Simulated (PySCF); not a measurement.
Harmonic spectrum computed at BP86 in the def2-TZVP basis family (core potentials from Rb on, PySCF, no spin–orbit coupling):

```
ω (cm⁻¹)  IR (km/mol, summed over degenerate members)  degeneracy
    1124                                         76.2           1
    1158                                         25.4           2
    2499                                          0.0           1
    2633                                          242           2
```

Q: Which molecule gave it? In each, all ligands are bound to the one heavy central atom.
A. BH₃ (singlet)
B. YH₃ (singlet)
C. LuH₃ (singlet)
D. GaH₃ (singlet)
E. AsH₃ (singlet)

A: A. It has D3h symmetry with B–H 1.200 Å (×3).
